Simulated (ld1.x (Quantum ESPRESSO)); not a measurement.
## u(r) = r·R(r): atom against pseudo-atom (nickel (Ni))

Columns: radius, all-electron u(r) and pseudo u(r) of the 4s shell (level -5.27 eV) of nickel in the configuration [Ne] 3s2 3p6 3d8.5 4s1.5 4p0; LDA (PZ), scalar-relativistic, PAW scheme, ld1.x (Quantum ESPRESSO) 7.5.

```json
{"r (bohr)": "0.128", "all-electron": "-0.1374", "pseudo": "-0.0627"}
{"r (bohr)": "0.255", "all-electron": "-0.0680", "pseudo": "-0.1242"}
{"r (bohr)": "0.382", "all-electron": "0.1501", "pseudo": "-0.1843"}
{"r (bohr)": "0.510", "all-electron": "0.2607", "pseudo": "-0.2428"}
{"r (bohr)": "0.638", "all-electron": "0.2459", "pseudo": "-0.2985"}
{"r (bohr)": "0.765", "all-electron": "0.1554", "pseudo": "-0.3505"}
{"r (bohr)": "0.893", "all-electron": "0.0315", "pseudo": "-0.3991"}
{"r (bohr)": "1.020", "all-electron": "-0.0968", "pseudo": "-0.4433"}
{"r (bohr)": "1.148", "all-electron": "-0.2172", "pseudo": "-0.4834"}
{"r (bohr)": "1.275", "all-electron": "-0.3215", "pseudo": "-0.5187"}
{"r (bohr)": "1.402", "all-electron": "-0.4086", "pseudo": "-0.5492"}
{"r (bohr)": "1.530", "all-electron": "-0.4792", "pseudo": "-0.5752"}
{"r (bohr)": "1.658", "all-electron": "-0.5341", "pseudo": "-0.5964"}
{"r (bohr)": "1.785", "all-electron": "-0.5746", "pseudo": "-0.6128"}
{"r (bohr)": "1.912", "all-electron": "-0.6030", "pseudo": "-0.6246"}
{"r (bohr)": "2.040", "all-electron": "-0.6214", "pseudo": "-0.6322"}
{"r (bohr)": "2.168", "all-electron": "-0.6310", "pseudo": "-0.6355"}
{"r (bohr)": "2.295", "all-electron": "-0.6333", "pseudo": "-0.6347"}
{"r (bohr)": "2.422", "all-electron": "-0.6297", "pseudo": "-0.6299"}
{"r (bohr)": "2.550", "all-electron": "-0.6213", "pseudo": "-0.6213"}
{"r (bohr)": "2.678", "all-electron": "-0.6089", "pseudo": "-0.6089"}
{"r (bohr)": "2.805", "all-electron": "-0.5936", "pseudo": "-0.5936"}
{"r (bohr)": "2.932", "all-electron": "-0.5760", "pseudo": "-0.5760"}
{"r (bohr)": "3.060", "all-electron": "-0.5564", "pseudo": "-0.5564"}
{"r (bohr)": "3.188", "all-electron": "-0.5355", "pseudo": "-0.5355"}
{"r (bohr)": "3.315", "all-electron": "-0.5138", "pseudo": "-0.5138"}
```

Task: How many radial nodes do the two functions have?

Result: The all-electron 4s function has n − l − 1 = 3 (the table is too coarse to show those close to the nucleus); the pseudo-wave has 0, since the states of the same l below it are removed with the core.

Task: At about which radius was the pseudo-wave matched?

Result: 2.55 bohr. The columns agree to 0.0005 from 2.42 bohr on; several derivatives are matched, so the curves merge somewhat inside the radius.

Task: Where does each function peak?

Result: Outermost all-electron maximum near 2.29 bohr, pseudo maximum near 2.17 bohr (to the table’s step).

Task: Is the pseudo-wave norm-conserving?

Result: No, it belongs to a PAW set: the norm inside the radius is not constrained, and the difference is carried by the augmentation charge.
